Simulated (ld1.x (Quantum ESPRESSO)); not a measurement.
# gallium, RRKJ: configuration errors across variants

ld1.x (Quantum ESPRESSO) 7.5 input, shortened:

```
&input
   title='Ga', zed=31., rel=0, dft='PBESOL', iswitch=3,
   config='[Ar] 3d10 4s2 4p1'
 /
 &inputp
   pseudotype=2, tm=.false., rho0=0.01, lloc=2,
   nlcc=.false.
 /
3
4S  1  0   2.00   0.00  1.80  1.80  0.0
3P  2  1   6.00   0.00  0.60  0.60  0.0
3D  3  2  10.00   0.00  1.10  1.10  0.0
 &test
   configts(1)='3p6 3d10 4s2 4p1'
 /
```

Occupied shells without a wave of their own: 4p. They enter only through the test configuration that unscreens the potential.

All-electron excitation energies from the reference (eV): (1) 3p6 3d10 4s2 4p0 5.716; (2) 3p6 3d10 4s1 4p0 26.483; (3) 3p6 3d10 4s0 4p0 57.075; (4) 3p6 3d10 4s1 4p2 6.258; (5) 3p6 3d10 4s0 4p3 12.776; (6) 3p6 3d10 4s2 4p1.3 -0.542; (7) 3p6 3d9 4s2 4p2 20.984.

For the base: The 4p level has no wave, so the channel is fitted at the deeper level alone: the likely source of the large errors.

Tests that are not counted but printed errors over 1 eV. “wave 3d (bound): rc 1.10 bohr becomes 3d (bound): rc 1.64 bohr”: all (the test run did not reproduce the reference configuration, from which every error is measured).

A true bound ghost makes a file unfit for plane-wave use even where its test errors are small: the radial tests pick states by their node count and pass the ghost by. Where a test does run into it, the solver fails or the error is huge.

The file “wave 3d (bound): rc 1.10 bohr becomes 3d (bound): rc 1.32 bohr” misses its own reference levels by 0.3 eV. The file “wave 3d (bound): rc 1.10 bohr becomes 3d (bound): rc 1.50 bohr” misses its own reference levels by 0.6 eV. The file “wave 3d (bound): rc 1.10 bohr becomes 3d (bound): rc 1.64 bohr” misses its own reference levels by 0.7 eV.

Errors AE − PS in meV (a dash: test not solved or not reliable):

```csv
change,(1),(2),(3),(4),(5),(6),(7),bound ghosts
base,+213,+334,+446,-161,-373,-33,-288,s
wave 3d (bound): rc 1.10 bohr becomes 3d (bound): rc 0.90 bohr,+58,+93,+101,-46,-115,-9.0,–,s
wave 3d (bound): rc 1.10 bohr becomes 3d (bound): rc 1.00 bohr,+119,+187,+236,-91,-216,-19,-169,s
wave 3d (bound): rc 1.10 bohr becomes 3d (bound): rc 1.20 bohr,+353,+553,+758,-264,-606,-55,-449,s
wave 3d (bound): rc 1.10 bohr becomes 3d (bound): rc 1.32 bohr,+494,+776,+1075,-368,-842,-77,-599,s
wave 3d (bound): rc 1.10 bohr becomes 3d (bound): rc 1.50 bohr,+886,+1405,+1972,-658,-1507,-137,-974,s
wave 3d (bound): rc 1.10 bohr becomes 3d (bound): rc 1.64 bohr,–,–,–,–,–,–,–,s
```

**Question.** Give the same row for: wave 3d (bound): rc 1.10 bohr becomes 3d (bound): rc 0.70 bohr.

**Answer.** -7.2, –, -49, +4.2, -2.2, +1.7, –; bound ghosts: s. Not counted: 3p6 3d10 4s1 4p0 (solver errors, printed error -4.1 eV); 3p6 3d9 4s2 4p2 (solver errors, printed error -46.8 eV).
